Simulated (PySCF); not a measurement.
CH₃IMg, SMILES [CH3][Mg][I]. The structure is a stationary point at B3LYP-D3(BJ)/def2-TZVP. The def2 effective core potentials stand for the cores of I; spin–orbit coupling is left out.

Computed with B3LYP-D3(BJ)/def2-TZVP in PySCF.

Harmonic wavenumbers (cm⁻¹): 95, 95, 252, 587, 588, 588, 1158, 1451, 1451, 3018, 3092, 3092. Rotational constants (GHz): 161.0, 1.297, 1.297; symmetry number 3.

### Question
Work out the zero-point energy and the ideal-gas rigid-rotor harmonic-oscillator thermochemistry at 298.15 K and 1 atm.

### Answer
ZPE = ½ Σ hcν = ½ × 15467 cm⁻¹ = 92.51 kJ/mol. H − E(el) = 109.00 kJ/mol. Entropy in J/(mol K): translation 172.52, rotation 93.74, vibration 43.12, total 309.39. G − E(el) = 16.76 kJ/mol. Cp = 71.97 J/(mol K). Modes under 150 cm⁻¹ make the vibrational entropy uncertain.
